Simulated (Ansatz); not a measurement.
Consider the hydrogen abstraction from the Au–H bond: `[AuH]` + `[SiH3]`• → Au• + SiH₄.

Calculated with Ansatz (gas phase, PBE0-D4/def2-TZVP geometries, no zero-point term in ΔE). CBS: MP2 limit from def2 TZ/QZ plus the TZ coupled-cluster correction, frozen cores. This one scheme is used for every species, atoms too. Open shells (•) are unrestricted, without spin–orbit coupling. Elements past krypton have def2 core potentials. For Au outer-core shells are correlated without core-valence functions, so the limit isn't a true one: a few kJ/mol of doubt a bond, and 10 to 20 or more in all where bonds break to atoms.

`[AuH]`:

Cartesian coordinates in Å:
```
Au -0.454 0.477 -0.399
H 0.454 -0.477 0.399
```

`[SiH3]`•:

Cartesian coordinates in Å:
```
Si -0.258 0.118 -0.183
H -0.658 -1.207 0.359
H -0.001 1.092 0.909
H 0.917 -0.002 -1.085
```

SiH₄:

Cartesian coordinates in Å:
```
Si 0.000 0.000 0.000
H -0.307 0.845 -1.182
H 0.115 -1.419 -0.422
H -1.090 0.132 0.999
H 1.282 0.442 0.605
```

| species | CCSD/CBS(def2) energy (Eh) |
| --- | --- |
| `[AuH]` | -136.08850 |
| `[SiH3]`• | -290.80455 |
| Au• | -135.47066 |
| SiH₄ | -291.45922 |

Problem. Work out ΔE.

Solution. ΔE = (-135.47066) + (-291.45922) − (-136.08850) − (-290.80455) = -0.03683 Eh = -96.7 kJ/mol. CCSD(T)/CBS gives -87.3 kJ/mol.

Largest T1 diagnostic among the species: 0.027, so the coupled-cluster value is less sure than usual.

From BLYP to BHLYP (50 % exact exchange), in def2-TZVPP and without D4, ΔE moves by −43.6 kJ/mol. Leaving LDA and LC-ωPBE aside and taking each functional with its dispersion term where it has one, the values, not all of them listed here, spread over 58.1 kJ/mol, from BHLYP-D4 to r2SCAN-D4. LDA lies +18.5 kJ/mol from PBE without D4. In def2-TZVPP, CCSD(T) changes the Hartree–Fock value by +60.4 kJ/mol (the triples alone add +9.4 kJ/mol) and MP2 by +65.3 kJ/mol.
